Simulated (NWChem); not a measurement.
System: C4H6Si; SMILES C(/C#C)=C\[SiH3]

All runs: NWChem. Coordinates come from a B3LYP/6-31G* (spherical d) optimisation.

Diagonal of the polarisability tensor at B3LYP/def2-SVPD, 589 nm: 64.81, 139.58, 56.45 bohr³.

Q: Find the mean polarisability volume, the molar refraction, and the refractive index that an ideal gas of it would have at 273.15 K and 1 atm.

A: 
1. Mean: one third of the trace = 86.95 bohr³ × 0.14818 Å³/bohr³ = 12.88 Å³.
2. Molar refraction (Lorentz-Lorenz): (4π/3) N_A α = 32.5 cm³/mol.
3. Number density p/kT = 2.687 × 10⁻⁵ Å⁻³; n − 1 = 2π N α = 21.75 × 10⁻⁴.
